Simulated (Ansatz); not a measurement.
`B[SiH](N)F` and `N[SiH](F)[O][SbH2]` differ in one atom or group.

Ansatz, PBE0-D4/def2-TZVP geometries, multiplicity 1. Each molecule was computed in one conformer, which needn't be the lowest.

Elements past krypton have def2 core potentials.

```tsv
property	`B[SiH](N)F`
zero-point energy (PBE0-D4/def2-TZVP) / kJ/mol	152.7
size of the dipole moment (PBE/def2-TZVPP) / D	2.02
HOMO energy (ωB97M-V/def2-TZVPP) / eV	-10.24
LUMO energy (ωB97M-V/def2-TZVPP) / eV	-0.41
HOMO energy (B3LYP/def2-TZVPP) / eV	-7.72
size of the dipole moment (B3LYP/def2-TZVPP) / D	1.96
```

(1) Give the same properties after the change, and the shifts. (Estimate.)

Answers

(1) The calculation gave: 
```tsv
property	`N[SiH](F)[O][SbH2]`	shift
zero-point energy (PBE0-D4/def2-TZVP) / kJ/mol	148.8	-3.9
size of the dipole moment (PBE/def2-TZVPP) / D	2.46	0.44
HOMO energy (ωB97M-V/def2-TZVPP) / eV	-9.58	0.66
LUMO energy (ωB97M-V/def2-TZVPP) / eV	0.52	0.93
HOMO energy (B3LYP/def2-TZVPP) / eV	-7.28	0.44
size of the dipole moment (B3LYP/def2-TZVPP) / D	2.53	0.57
```

With PBE0 the HOMO rises by 0.51 eV and the LUMO rises by 1.18 eV, so the gap widens by about 0.67 eV. PBE moves the HOMO by 0.29 eV and ωB97M-V by 0.66 eV. The zero-point energy changes by -3.9 kJ/mol with +3 modes. Dipoles are sizes alone; their direction can turn.

B3LYP here is the variant with VWN-RPA as its local correlation; programs differ in this.
